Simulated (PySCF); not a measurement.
Si(H)(I)(Me)2 (C2H7ISi), SMILES C[SiH](C)I.

Geometry optimised at B3LYP-D3(BJ)/def2-SVP. The def2 effective core potentials stand for the cores of I; spin–orbit coupling is left out.

Computed with HF/def2-TZVP (PySCF).

Computed frontier levels, gap, dipole moment and polarisability:
| Item | Value |
|---|---|
| highest occupied level | -9.87 eV |
| lowest empty level | 3.07 eV |
| orbital gap | 12.94 eV |
| dipole moment | 2.59 D |
| quadrupole, principal values (traceless, Buckingham form, about the centre of nuclear charge) | -2.77, -0.86, 3.63 D·Å |
| mean static polarisability | 78.1 bohr³ (11.57 Å³) |
| polarisability, principal values | 66.0, 72.7, 95.5 bohr³ |
